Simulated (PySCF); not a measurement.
CH₇OPSi, SMILES CO[SiH2]P. Heavy atoms are numbered as in [SiH2:1]([PH2:2])[O:3][CH3:4]. Hydrogens are named by the atom that carries them.

The structure is a stationary point at B3LYP-D3(BJ)/def2-SVP. One conformer was computed; it need not be the lowest.

Computed with r2SCAN/def2-TZVP (PySCF).

ESP charges are fitted to the potential on shells at 1.4 to 2.0 van der Waals radii. Atomic charges (e), one atom of each kind:

```csv
atom,Löwdin,IAO,ESP fit,Mulliken
Si1 (SiH2),0.02,0.85,0.43,0.39
P2 (PH2),0.04,-0.15,-0.29,-0.26
O3,?,-0.64,-0.27,-0.39
C4 (CH3),?,-0.20,-0.17,-0.14
H on Si1,?,-0.13,-0.10,-0.03
H on P2,0.03,0.01,0.08,0.08
H on C4,0.10,0.13,0.09,0.10
```

Problem. Complete the blanks. (An estimate is asked for; the answer gives what the named calculation found.)

Solution. 
- O3, Löwdin: 0.03
- C4 (CH3), Löwdin: -0.36
- H on Si1, Löwdin: -0.04

Problem. Give the Mayer and Wiberg (Löwdin basis) orders of the bonds. (An estimate is asked for; the answer gives what the named calculation found.)

Solution. 
| bond | Mayer | Wiberg |
|---|---|---|
| Si1–P2 | 1.04 | 1.35 |
| Si1–O3 | 1.16 | 1.57 |
| O3–C4 | 0.93 | 1.53 |
